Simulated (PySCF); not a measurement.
**Radial density of Mg (magnesium, neutral)**

UHF, [Ne] 3s2, closed-shell 1S. Calculation: PySCF 2.14, in aug-cc-pVDZ-DK (5s4p2d, 27 functions); the spin-free X2C one-electron Hamiltonian (Gaussian nucleus).

```json
{"r (bohr)": "0.00208", "4πr²ρ (e/bohr)": "0.06352"}
{"r (bohr)": "0.00350", "4πr²ρ (e/bohr)": "0.1710"}
{"r (bohr)": "0.00589", "4πr²ρ (e/bohr)": "0.4421"}
{"r (bohr)": "0.00990", "4πr²ρ (e/bohr)": "1.111"}
{"r (bohr)": "0.0167", "4πr²ρ (e/bohr)": "2.632"}
{"r (bohr)": "0.0280", "4πr²ρ (e/bohr)": "5.619"}
{"r (bohr)": "0.0471", "4πr²ρ (e/bohr)": "10.01"}
{"r (bohr)": "0.0793", "4πr²ρ (e/bohr)": "13.27"}
{"r (bohr)": "0.133", "4πr²ρ (e/bohr)": "11.26"}
{"r (bohr)": "0.224", "4πr²ρ (e/bohr)": "7.404"}
{"r (bohr)": "0.377", "4πr²ρ (e/bohr)": "9.886"}
{"r (bohr)": "0.634", "4πr²ρ (e/bohr)": "10.12"}
{"r (bohr)": "1.07", "4πr²ρ (e/bohr)": "3.542"}
{"r (bohr)": "1.79", "4πr²ρ (e/bohr)": "0.7482"}
{"r (bohr)": "3.02", "4πr²ρ (e/bohr)": "0.6432"}
{"r (bohr)": "5.08", "4πr²ρ (e/bohr)": "0.1777"}
{"r (bohr)": "8.54", "4πr²ρ (e/bohr)": "0.006230"}
```

Densities and radii are taken from the X2C orbitals without a picture-change correction, which distorts them close to the nucleus.
